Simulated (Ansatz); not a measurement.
Calculated with Ansatz (gas phase, PBE0-D4/def2-TZVP geometries, no zero-point term in ΔE). CBS: MP2 limit from def2 TZ/QZ plus the TZ coupled-cluster correction, frozen cores. This one scheme is used for every species. DFT in def2-TZVPP. Each species was taken in one conformer, which may not be the lowest.

Consider the formal hydrolysis of a C–C bond: `COC(=O)c1ccc(Cl)cc1` + H₂O → `COC(=O)O` + `Clc1ccccc1`.

```json
{"level": "LDA (SPW92)", "ΔE (kJ/mol)": "-3.9"}
{"level": "PBE", "ΔE (kJ/mol)": "-8.4"}
{"level": "revPBE", "ΔE (kJ/mol)": "-12.1"}
{"level": "BLYP", "ΔE (kJ/mol)": "-11.5"}
{"level": "HF/def2-SVP", "ΔE (kJ/mol)": "-34.7"}
{"level": "MP2/def2-SVP", "ΔE (kJ/mol)": "-8.1"}
{"level": "HF/def2-TZVPP", "ΔE (kJ/mol)": "-27.7"}
{"level": "HF/CBS(def2)", "ΔE (kJ/mol)": "-27.1"}
```

What does CCSD(T)/CBS give? (An estimate is asked.)

The calculation gave: +5.4 kJ/mol. The listed levels differ from it by -9.3, -13.8, -17.5, -16.9, -40.1, -13.5, -33.1, -32.5 kJ/mol.

Largest T1 diagnostic among the species: 0.014.

The D4 term adds +11.1 kJ/mol with B3LYP and +6.8 kJ/mol with PBE0; it sums over pairs of atoms, weighted by their polarisabilities, and B3LYP, whose exchange is more repulsive, gets the larger term. Leaving LDA and LC-ωPBE aside and taking each functional with its dispersion term where it has one, the values, not all of them listed here, spread over 12.0 kJ/mol, from ωB97X-V to revPBE-D4. LDA lies +4.6 kJ/mol from PBE without D4. At CCSD(T), def2-SVP lies −16.9 kJ/mol from the extrapolated value and def2-TZVPP −3.8 kJ/mol.

B3LYP here is the variant with VWN-RPA as its local correlation; programs differ in this.
